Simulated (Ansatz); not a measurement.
Ideal-gas functions of CH₆GeO (`C[O][GeH3]`) at 800 K and 1 bar, from an Ansatz frequency run at PBE0-D4/def2-TZVP.

Molar mass 106.67 g/mol, point group Cs (symmetry number 1), electronic degeneracy 1, moments of inertia 16.979, 124.728, 132.108 u Å². Harmonic wavenumbers (cm⁻¹, unscaled): 117, 134, 224, 618, 627, 667, 849, 863, 881, 1131, 1178, 1203, 1476, 1492, 1495, 2136, 2138, 2195, 2988, 3040, 3103.

Use S(trans) = R[1.5 ln M + 2.5 ln T − 1.1517]; rotational temperatures θ = 24.2544 K / I; S(rot) = R[ln(√π/σ · √(T³/θAθBθC)) + 1.5]; for each mode x = 1.438777 ν̃/T, S = R[x/(eˣ − 1) − ln(1 − e⁻ˣ)] and H = RT x/(eˣ − 1); 1 cm⁻¹ = 0.0119627 kJ/mol; R = 8.31446 J/(mol·K).

By hand: the entropy, in J/(mol·K).

Translation 187.6. Rotation: θ = 1.4285, 0.1945, 0.1836 K, giving 113.0. Vibration, mode by mode: 21.29, 20.17, 15.93, 7.85, 7.74, 7.28, 5.56, 5.45, 5.31, 3.71, 3.47, 3.35, 2.28, 2.22, 2.22, 0.88, 0.88, 0.81, 0.25, 0.23, 0.21, in all 117.1. Electronic 0.0. Sum 417.7 J/(mol·K).

By hand: H − E and G − E in kJ/mol, counted from the electronic energy.

Zero-point energy ½ × 28555 × 0.0119627 = 170.8; thermal vibration 48.1; translation, rotation and pV give 4 RT = 26.6. H − E = 245.5 kJ/mol, and G − E = 245.5 − 800 × 417.7/1000 = -88.7 kJ/mol.

Vibration gives 28 % of the entropy, 41.5 J/(mol·K) of it from the modes under 150 cm⁻¹: soft modes count most, and the harmonic formula is weakest for them.
